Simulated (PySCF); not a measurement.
CsF, charge +1, multiplicity 2. Atoms are numbered in the order given.

```xyz
2

Cs     0.0000     0.0000    -0.4794
F      0.0000     0.0000     2.9297
```
Charge +1, spin multiplicity 2.

Geometry: PBE0-D3(BJ)/def2-TZVPD. The multiplicity is an assumed one; other spin states were not compared. The def2 effective core potentials stand for the cores of Cs; spin–orbit coupling is left out.

Computed with PySCF 2.14.0 with IEF-PCM-B3LYP/def2-TZVPD.

The values are the electrostatic part of the solvation free energy, E(continuum) − E(gas) at the gas-phase geometry, in a cavity of scaled van der Waals radii (PySCF's table); cavitation and dispersion terms are not included. A continuum can't describe solvent molecules that bind to the metal.

```
solvent           ε  ΔG(elec) (kcal/mol)
------------  -----  -------------------
water         78.36                -40.0
chloroform     4.71                -31.9
diethylether   4.24                -30.9
```
